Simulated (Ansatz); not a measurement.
Consider the hydrogen abstraction from a Ge–H bond: `C[S][GeH3]` + H• → `C[S][GeH2]`• + H₂.

Program: Ansatz. Geometries: PBE0-D4/def2-TZVP. ΔE: electronic, gas phase. CCSD(T)/CBS adds triple-zeta CCSD(T) − MP2 to the extrapolated MP2 energy (def2 sets, frozen cores). This one scheme is used for every species, atoms too. DFT in def2-TZVPP. No spin–orbit coupling; open shells (•) take unrestricted orbitals. For Ge outer-core shells are correlated without core-valence functions, so the limit isn't a true one: a few kJ/mol of doubt a bond, and 10 to 20 or more in all where bonds break to atoms. Scalar relativity is left out up to krypton.

CCSD(T)/CBS gives -92.3 kJ/mol.

Q: Another level gave -103.9 kJ/mol. Which?
A. r2SCANh/def2-TZVPP
B. CAM-B3LYP/def2-TZVPP
C. PBE0-D4/def2-TZVPP
D. MP2/def2-TZVPP

A: A. r2SCANh -103.9, CAM-B3LYP -99.6, MP2/def2-TZVPP -79.0, PBE0-D4 -92.6 kJ/mol.

Largest T1 diagnostic among the species: 0.015.

Leaving LDA and LC-ωPBE aside and taking each functional with its dispersion term where it has one, the values, not all of them listed here, spread over 35.9 kJ/mol, from BLYP-D4 to PBE-QIDH. LDA lies +4.1 kJ/mol from PBE without D4. From BLYP to BHLYP (50 % exact exchange), in def2-TZVPP and without D4, ΔE moves by +22.3 kJ/mol.
